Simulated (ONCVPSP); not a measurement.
Potentials for Cr compared

Generated with ld1.x 7.5 (TM, RRKJ, ultrasoft, PAW), atompaw 4.2 or ONCVPSP 4.0.1. The cutoff is in Ry: for ld1.x and atompaw files where the sum of valence levels is converged to 10 mRy in a Bessel basis, for ONCV files where the hardest occupied wave has 1 mHa per electron of residual kinetic energy. The error is the largest all-electron minus pseudo excitation energy over each file’s own four to seven test configurations (ionisations up to +4, promotions, holes and added fractions of an electron), all of which were solved. The labels leave out finer settings (local radius, basis sizes, second energies), which also bear on the numbers. Spin-polarised tests are not counted. The rows are a selection from randomly drawn settings: files with unsolved tests, undetermined cutoffs or missed reference levels are left out.

A true bound ghost makes a file unfit for plane-wave use even where its test errors are small: the radial tests pick states by their node count and pass the ghost by.

```csv
potential,cutoff (Ry),largest error (meV),bound ghosts
"ONCV, LDA (Perdew-Zunger), scalar-relativistic, rc 1.50/1.50/1.70 (spd), local smoothed, core correction no, reference 3s2 3p6 3d4, qcut 7.8/9/9.5, projectors 3/1/1",68,+58,none
"ONCV, PBE, scalar-relativistic, rc 1.50/1.50/1.25 (spd), local smoothed, core correction yes, reference 3s2 3p6 3d5 4p1, qcut 10.4/9.9/13.9, projectors 2/2/2",127,+6.7,none
"ONCV, PBE, scalar-relativistic, rc 1.60/1.55/1.90 (spd), local smoothed, core correction yes, reference 3s2 3p6 3d5 4s0.5, qcut 7.7/9.5/8.6, projectors 2/2/2",55,+46,none
"ONCV, PBEsol, scalar-relativistic, rc 1.45/1.40/2.20 (spd), local smoothed, core correction yes, reference 3s2 3p6 3d4 4s2, qcut 9.7/8.4/5.8, projectors 2/2/1",67,+214,none
"ONCV, PBEsol, scalar-relativistic, rc 1.80/1.20/2.00 (spd), local smoothed, core correction yes, reference 3s2 3p6 3d5 4s0.75, qcut 5.4/11.9/9, projectors 2/2/2",58,+9.4,none
"ONCV, PW91, scalar-relativistic, rc 0.80/1.40/2.05 (spd), local smoothed, core correction yes, reference 3s2 3p6 3d4, qcut 8.3/8/8.8, projectors 2/1/1",252,+130,none
```

Q: Fill in the row for Cr: ONCV, LDA (Perdew-Zunger), fully relativistic, rc 2.10/1.75/1.50 (spd), local smoothed, core correction yes, reference 3p6 3d5 4s0.5 4p0.5, qcut 3.6/9/10.6, projectors 2/2/2.

A: cutoff 81 Ry, largest error +3.9 meV, bound ghosts: s.
